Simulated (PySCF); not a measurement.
C5H12P2Si.
Atom-mapped SMILES: `[SiH3:1][CH2:2]/[P:3]=[P:4]/[CH:5]1[CH2:6][CH2:7][CH2:8]1`

Definitions: NICS(0) = −σiso at the ring centroid; NICS(1) = −σiso and NICS(1)zz = −σzz at ±1 Å along the ring normal z. Level: GIAO PBE0/pcSseg-1 (PySCF, non-relativistic, gas phase) on the GFN2-xTB geometry, one conformer.

Ring bond lengths (Å), with Mayer bond orders in brackets: C5–C6 1.543 (0.98), C6–C7 1.534 (1.05), C7–C8 1.534 (1.05), C8–C5 1.540 (0.99).

Question: What do the NICS probes read (ppm)?

Answer: 
| ring | type | NICS(0) | NICS(1), two faces | NICS(1)zz, two faces | rms pucker (Å) | centre to ring atoms, mean (Å) |
| --- | --- | --- | --- | --- | --- | --- |
| C5–C6–C7–C8 | 4-membered carbocycle; formal bonds all single | 2.6 | 0.8 / 1.8 | 4.6 / 6.0 | 0.07 | 1.09 |

Question: What do they say, and how far can they be read as aromaticity?

Answer: 
- C5–C6–C7–C8: mean NICS(1)zz 5.3 ppm, deshielded. C5, C6, C7, C8 have four or more neighbours, so the value isn't read as a sign of a π ring current.

Question: At the second NICS(1) probe listed for ring C5–C6–C7–C8, 1 Å off the ring, what do the in-plane components average?

Answer: The isotropic value is a third of the trace: (3 × 1.8 − (6.0))/2 = -0.3 ppm.

Question: List the ring angles and the Hirshfeld charges of the ring atoms.

Answer: 
- C5–C6–C7–C8: C5 89.2° (-0.074 e), C6 89.5° (-0.074 e), C7 89.8° (-0.073 e), C8 89.6° (-0.075 e); sum 358.0° against 360° for a flat convex ring.

On one thread, Arm Neoverse V1 (aarch64), shared host with 32 logical CPUs at a one-minute load of 14, this took 56 s (grids of density and orbitals included) and 0.97 GiB of memory at its peak. This is the whole shielding run at PBE0/pcSseg-1, SCF included.

The values belong to the conformer `[SiH3:1][CH2:2]/[P:3]=[P:4]/[CH:5]1[CH2:6][CH2:7][CH2:8]1`: Si1–C2–P3–P4 89°, P3–P4–C5–C6 116°.
